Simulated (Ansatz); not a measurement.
Compare A (`CN1C[SiH]1F`) with its isomer B (`C=NC(F)[SiH3]`).

Gas-phase electronic energies from Ansatz, PBE0-D4/def2-TZVP geometries. CCSD(T)/CBS adds triple-zeta CCSD(T) − MP2 to the extrapolated MP2 energy (def2 sets, frozen cores). DFT in def2-TZVPP. B3LYP here is the variant with VWN-RPA as its local correlation; programs differ in this. Each species was taken in one conformer, which may not be the lowest.

Task: Which is lower in electronic energy at CCSD(T)/CBS, and by how much? (An estimate is asked.)

Result: Computed: A, by 46.1 kcal/mol.

Task: Give E(B) − E(A) in kcal/mol with PBE-D4, CCSD(T)/def2-TZVPP, ωB97M-V, B3LYP, B3LYP-D4, CCSD/def2-TZVPP, LDA (SPW92). (An estimate is asked.)

Result: Ansatz gave: PBE-D4 42.8, CCSD(T)/def2-TZVPP 44.1, ωB97M-V 45.5, B3LYP 42.4, B3LYP-D4 42.4, CCSD/def2-TZVPP 44.8, LDA (SPW92) 47.1. None reverses the order clearly.

Task: Does the order hold for the free energy at 298.15 K (harmonic terms from PBE0-D4)? (Best estimate.)

Result: The calculation gave: Yes: G(B) − G(A) = +42.7 kcal/mol, for one conformer each. Modes under 60 cm⁻¹, often nearly free rotors, make the harmonic entropy too high.

Largest T1 diagnostic: 0.013.

At CCSD(T), def2-SVP lies −12.0 kcal/mol from the extrapolated value and def2-TZVPP −2.0 kcal/mol. From r2SCAN to r2SCAN0 (25 % exact exchange), in def2-TZVPP and without D4, E(B) − E(A) moves by +2.6 kcal/mol.
